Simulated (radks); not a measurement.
Dynamic dipole polarisability and lines of the nickel ion Ni16+, [Ne] 3s2. Calculated with a radial shooting solver on a logarithmic mesh with Libxc functionals: scalar-relativistic Kohn-Sham, PBE, spin-unpolarised, spherical densities, finite nucleus; Fermi nuclear charge, rms radius of each element as measured or else 0.836 A^(1/3) + 0.57 fm. Time-dependent linear response with the Hartree and adiabatic LDA kernel, continuum included through the Sternheimer equations, no spin-orbit coupling, so fine structure and intercombination lines are absent. Lines are the poles of the dipole polarisability below minus the highest occupied eigenvalue, found on a grid refined at the orbital gaps; the lowest seven at most are given, and weak or close lines can be missed. The first line takes the name of the lowest orbital gap if no other gap lies below it; otherwise a line is named after a gap within 0.6 % of it, if that gap stands alone.

| photon energy (eV) | alpha (bohr^3) |
|---|---|
| 0 | 0.2196 |
| 9.099 | 0.2267 |
| 45.495 | 1.134 |
| 81.890 | -0.1181 |
| 118.29 | -0.03585 |
| 154.68 | -0.01322 |
| 191.08 | -0.002173 |
| 227.47 | 0.006619 |
| 263.87 | 0.02526 |
| 300.26 | -0.04277 |
| 336.66 | -0.007074 |
| 373.06 | 0.003856 |
| 409.45 | -0.006502 |
| 445.85 | -0.05254 |
| 482.24 | -0.002564 |
| 518.64 | -0.002485 |

Lines (eV, oscillator strength): 50.447 (24.58 nm, 3s-3p), f = 0.721; 287.19 (4.317 nm, 3s-4p), f = 0.458; 392.10 (3.162 nm, 3s-5p), f = 0.137; 444.86 (2.787 nm, 3s-6p), f = 0.0621; 475.40 (2.608 nm, 3s-7p), f = 0.0342; 494.71 (2.506 nm, 3s-8p), f = 0.0210; 507.70 (2.442 nm, unassigned), f = 0.0139. Higher lines, where found, are left out when the end of the mesh affects them. Those listed give 98 % of the static polarisability (sum of f/w^2). Orbital energy gaps for comparison: 3s-3p 40.693 eV; 3s-4p 287.87 eV; 3s-5p 392.35 eV; 3s-6p 444.97 eV; 3s-7p 475.46 eV.
